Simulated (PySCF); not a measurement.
# Ionisation energy of Kr by level of theory

Kr [Kr] (1S) → Kr⁺ [Ar] 3d10 4s2 4p5 (2P), as a difference of total energies. Computed with PySCF 2.14 in aug-cc-pVDZ-PP with ECP10MDF (5s4p3d, 32 functions), with scalar relativity through the core potential. Correlated levels: valence: 3s2 3p6 3d10 frozen. The calculations carry no spin-orbit coupling.

```tsv
method	ionisation energy (eV)	error (eV)
UHF	13.151	-1.071
MP2 (valence)	13.958	-0.264
SCS-MP2 (valence)	13.877	-0.345
CCSD (valence)	13.851	-0.371
CCSD(T) (valence)	13.870	-0.352
CCSDT (valence)	13.869	-0.353
```

Reference: 14.222 eV (measured; NIST levels, between the centres of gravity of the two terms).

Errors of the correlated levels include the incompleteness of this basis and the frozen core.
